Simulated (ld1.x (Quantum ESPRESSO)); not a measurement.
# Pseudopotential generation for Fe: TM, LDA (PZ), scalar-relativistic.

* Element: Fe
* Generator: ld1.x (Quantum ESPRESSO) 7.5
* Type: norm-conserving Troullier–Martins (Kleinman–Bylander form)
* Functional: LDA (PZ)
* Relativity: scalar-relativistic
* Frozen core: [Ne] 3s2
* Valence charge: 14
* Reference configuration: 3p6 3d6 4s1 4p0 (charge +1)
* Partial waves: 4s (bound): rc 1.80 bohr; 3p (bound): rc 1.10 bohr; 3d (bound): rc 1.05 bohr
* Local potential: the d channel
* Core correction: none

Results:

| Quantity | Value |
| --- | --- |
| Cutoffs needed | 180 Ry and 230 Ry (the cutoffs (Ry, on a coarse ladder) from which the occupation-weighted sum of valence levels, in a spherical-Bessel basis at the reference potential, stays within 10 and 1 mRy of its value at 400 Ry) |
| Ghost test | ghost state, extra bound levels that the all-electron valence spectrum of the same l lacks: s at -363.4 eV; a true bound ghost makes a file unfit for plane-wave use (spherical-Bessel basis up to 400 Ry, 20 bohr box) |
| Largest excitation error | -53 meV (all-electron minus pseudo) for 3p6 3d5 4s2 4p1, out of 7 test configurations |

Generation and tests took about 1.9 s on one core of a shared server CPU.
